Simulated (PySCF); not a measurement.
Compound: C₉H₁₅N.
Cartesian coordinates in Å at the GFN2-xTB level; atoms count from 1:
```xyz
25
C9H15N angstrom
C     -3.2699   -1.3846    0.5849
C     -1.8093   -1.6778    0.4440
C     -0.8718   -0.7674    0.5333
C      0.5704   -0.4608    0.4420
C      1.2482   -0.5797   -0.8608
N      2.4490   -0.8468   -1.1296
C      3.4574   -1.0950   -0.1432
C     -0.4902    0.6327    0.6729
C     -0.8095    1.6587   -0.3936
C      0.3253    2.6649   -0.5573
H     -3.4357   -0.3229    0.7478
H     -3.8012   -1.6932   -0.3151
H     -3.6858   -1.9417    1.4242
H     -1.5457   -2.7140    0.2708
H      1.1815   -0.7000    1.3056
H      0.6127   -0.4229   -1.7277
H      4.1229   -1.8593   -0.5462
H      3.0864   -1.4215    0.8342
H      4.0424   -0.1823   -0.0084
H     -0.4872    1.0511    1.6757
H     -1.0016    1.1601   -1.3448
H     -1.7250    2.1828   -0.1058
H      0.5140    3.1827    0.3811
H      1.2381    2.1567   -0.8612
H      0.0733    3.4042   -1.3139
```

NICS = −σ at a ghost point: NICS(0) at the centroid of the ring atoms, NICS(1) 1 Å to either side along the normal of their mean plane, zz for the tensor component along that normal. Level: GIAO PBE0/pcSseg-1 (PySCF, non-relativistic, gas phase) on the GFN2-xTB geometry, one conformer.

Ring bond lengths (Å), with Mayer bond orders in brackets: C3–C4 1.477 (0.88), C4–C8 1.541 (0.89), C8–C3 1.458 (0.92).

Task: What do the NICS probes read (ppm)?

Result: 
```
    ring                                            type  NICS(0)  NICS(1), two faces  NICS(1)zz, two faces  rms pucker (Å)  centre to ring atoms, mean (Å)
C3–C4–C8  3-membered carbocycle; formal bonds all single    -29.9         -7.8 / -6.5         -19.1 / -16.6            0.00                            0.86
```

Task: What do they say, and how far can they be read as aromaticity?

Result: 
- C3–C4–C8: mean NICS(1)zz -17.8 ppm, shielded. C4, C8 have four or more neighbours, so the value isn't read as a sign of a π ring current. NICS(0) lies 23 ppm below the mean NICS(1).

Task: At the first NICS(1) probe listed for ring C3–C4–C8, 1 Å off the ring, what do the in-plane components average?

Result: The isotropic value is a third of the trace: (3 × -7.8 − (-19.1))/2 = -2.1 ppm.

Task: How shielded are the nuclei of the rings and their hydrogens (means over atoms taken as equivalent)?

Result: 
| atoms | environment | σ isotropic (ppm) | principal values of the symmetric part, first atom (ppm) |
| --- | --- | --- | --- |
| C3 | fully substituted alkene carbon | 48.7 | -33.5, 11.2, 168.4 |
| C4 | allylic carbon | 166.9 | 120.5, 169.0, 211.0 |
| C8 | allylic carbon | 158.8 | 132.2, 146.4, 197.9 |
| H15 | methine hydrogen | 29.23 | 22.7, 28.6, 36.3 |
| H20 | methine hydrogen | 29.82 | 24.7, 27.4, 37.4 |
